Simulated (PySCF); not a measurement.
**Ionisation energy of Mn⁺ by level of theory**

Mn⁺ [Ar] 3d5 4s1 (7S) → Mn²⁺ [Ar] 3d5 (6S), as a difference of total energies. Calculation: PySCF 2.14, in aug-cc-pVTZ (8s7p5d3f2g, 93 functions); no relativity, point nucleus. Correlated levels: valence: [Ar] frozen. The calculations carry no spin-orbit coupling.

```json
{"method": "UHF", "ionisation energy (eV)": "14.692"}
{"method": "MP2 (valence)", "ionisation energy (eV)": "15.139"}
{"method": "SCS-MP2 (valence)", "ionisation energy (eV)": "14.841"}
{"method": "CCSD (valence)", "ionisation energy (eV)": "15.170"}
{"method": "CCSD(T) (valence)", "ionisation energy (eV)": "15.188"}
```

Problem. How much does correlation contribute at CCSD(T) (valence)?

Solution. 15.188 − (14.692) = 0.496 eV, measured against UHF.

These non-relativistic numbers lack the scalar-relativistic shift.

Errors of the correlated levels include the incompleteness of this basis and the frozen core.

For comparison: 15.640 eV (measured; NIST Atomic Spectra Database, ionization energies).
